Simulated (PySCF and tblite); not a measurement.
Results of a calculation; reference values are marked as such.
System: CH7B2NS, numbered as in [BH2:1][S:2][BH:3][NH:4][CH3:5].

For the rotation about the B3–S2 bond (torsion N4–B3–S2–B1 from 180° to 333°, rising): electronic barrier 3.10 kcal/mol, zero-point change -0.14 kcal/mol, thermal and entropy terms at 400 K a further 0.69 kcal/mol (symmetry numbers apart). The minimum is Cs, the saddle C1. The path came from a restrained scan, a climbing-image band and a saddle search at GFN2-xTB; energies are revPBE/pcSseg-1 + D3(BJ), IEF-PCM acetone//GFN2-xTB, thermal terms GFN2-xTB. Rate constants are transition-state-theory values, counting equivalent paths, without tunnelling. (PySCF 2.14 with density fitting, tblite 0.8.)

Task: How many equivalent paths lead out of the minimum?

Result: 2: the symmetry number of the minimum is 1, that of the saddle displaced along its mode 1, and the displaced saddle is chiral while the minimum is not, which doubles the count.

Task: Work out the rate at 400 K.

Result: ΔG‡ = 3.65 kcal/mol; k_B T/h = 8.3×10¹² s⁻¹; exp(−ΔG‡/RT) = 0.01; times 2 gives k = 1.7×10¹¹ s⁻¹. Wigner's tunnelling factor for the 75i cm⁻¹ mode would be 1.00.
